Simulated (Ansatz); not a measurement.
Reaction (isomerisation): `C[CH]([SiH3])[GeH3]` → `C[SiH](C)[GeH3]`

Computed with Ansatz on PBE0-D4/def2-TZVP structures; ΔE is electronic, products minus reactants. CCSD(T)/CBS is the MP2 limit (def2-TZVPP, def2-QZVPP) plus CCSD(T) − MP2 in def2-TZVPP, frozen cores. Functionals use def2-TZVPP. B3LYP here is the variant with VWN-RPA as its local correlation; programs differ in this. For Ge outer-core shells are correlated without core-valence functions, which leaves a few kJ/mol of doubt a bond. Scalar relativity is left out up to krypton.

```tsv
level	ΔE (kJ/mol)	difference from CCSD(T)/CBS
PBE-D4	-91.7	-13.4
r2SCAN-D4	-91.5	-13.2
PBE0-D4	-90.0	-11.7
B3LYP-D4	-85.5	-7.2
ωB97X-V	-80.8	-2.5
ωB97M-V	-82.6	-4.3
B2PLYP	-83.4	-5.1
PBE	-94.1	-15.8
r2SCAN	-91.9	-13.6
PBE0	-91.8	-13.5
B3LYP	-89.5	-11.2
HF/def2-TZVPP	-77.1	1.2
MP2/def2-TZVPP	-73.7	4.6
SCS-MP2/def2-TZVPP	-70.7	7.6
CCSD/def2-TZVPP	-76.9	1.4
CCSD(T)/def2-TZVPP	-76.2	2.1
HF/def2-QZVPP	-77.0	1.3
MP2/def2-QZVPP	-74.9	3.4
SCS-MP2/def2-QZVPP	-71.9	6.4
HF/CBS(def2)	-77.0	1.3
MP2/CBS(def2)	-75.8	2.5
CCSD/CBS(def2)	-79.0	-0.7
CCSD(T)/CBS	-78.3	0
```

Largest T1 diagnostic among the species: 0.011.

The D4 term adds +4.0 kJ/mol with B3LYP and +1.9 kJ/mol with PBE0; it sums over pairs of atoms, weighted by their polarisabilities, and B3LYP, whose exchange is more repulsive, gets the larger term.
